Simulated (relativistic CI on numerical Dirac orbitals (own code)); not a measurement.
Slater and spin-orbit integrals, Tb⁴⁴⁺

Method of calculation: Dirac-Coulomb-Breit CI, KLI orbitals optimised for each configuration, model QED, unscaled Slater integrals (own radial code, finite nucleus).

Slater integrals F^k, G^k are unscaled and averaged over j, outside the closed core [Ne]; ζ comes from projecting the Hamiltonian with its Breit term on Σ l·s of the shell.

- 3s2 3p6 3d3: F^2(3d,3d) = 520200, F^4(3d,3d) = 336210, ζ(3d) = 128830 cm⁻¹; <r>(3d) = 0.1967, <r^2>(3d) = 0.04481 (bohr units).
- 3s2 3p5 3d4: ζ(3p) = 953990, F^2(3d,3d) = 519340, F^4(3d,3d) = 335640, F^2(3p,3d) = 448150, G^1(3p,3d) = 475060, G^3(3p,3d) = 318000, ζ(3d) = 127630 cm⁻¹; <r>(3p) = 0.221, <r^2>(3p) = 0.05651, <r>(3d) = 0.197, <r^2>(3d) = 0.04494 (bohr units).
- 3s 3p6 3d4: F^2(3d,3d) = 519020, F^4(3d,3d) = 335420, G^2(3s,3d) = 361130, ζ(3d) = 128250 cm⁻¹; <r>(3s) = 0.2256, <r^2>(3s) = 0.05808, <r>(3d) = 0.1971, <r^2>(3d) = 0.045 (bohr units).

**Question.** Give the Racah parameters of the d shell in 3s2 3p6 3d3.

**Answer.** B = F²/49 − 5F⁴/441 = 6804 cm⁻¹ and C = 35F⁴/441 = 26683 cm⁻¹.

Averages of the first 10 configurations, taken without configuration mixing, which lowers the lowest level and can move excited configurations by several eV; other configurations of the list can lie among them:

```tsv
Configuration	Parity	States	Average energy above the lowest level (eV)
3s2 3p6 3d3	even	120	77.2
3s2 3p5 3d4	odd	1260	414.0
3s 3p6 3d4	even	420	716.8
3s2 3p6 3d2 4s	even	90	1493.4
3s2 3p6 3d2 4p	odd	270	1607.5
3s2 3p6 3d2 4d	even	450	1741.1
3s2 3p5 3d3 4s	odd	1440	1821.2
3s2 3p6 3d2 4f	odd	630	1847.5
3s2 3p5 3d3 4p	even	4320	1935.5
3s 3p6 3d3 4s	even	480	2125.9
```
